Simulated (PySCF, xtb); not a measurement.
Ga(F)(Cl)(NH2) (ClFGaH₂N), SMILES [NH2][Ga]([F])[Cl].

GFN2-xTB (xtb) at its own geometry gives an orbital gap of 3.57 eV and a dipole moment of 3.15 D.

Geometry optimised at r2SCAN-D4/def2-SVP. Other conformers were not sampled.

**Question.** What does PBE0/def2-TZVPD (PySCF) give? (The exact figures need the calculation; the answer reports its results.)

**Answer.** gap 6.86 eV (levels -8.23 and -1.37 eV), dipole 2.93 D.
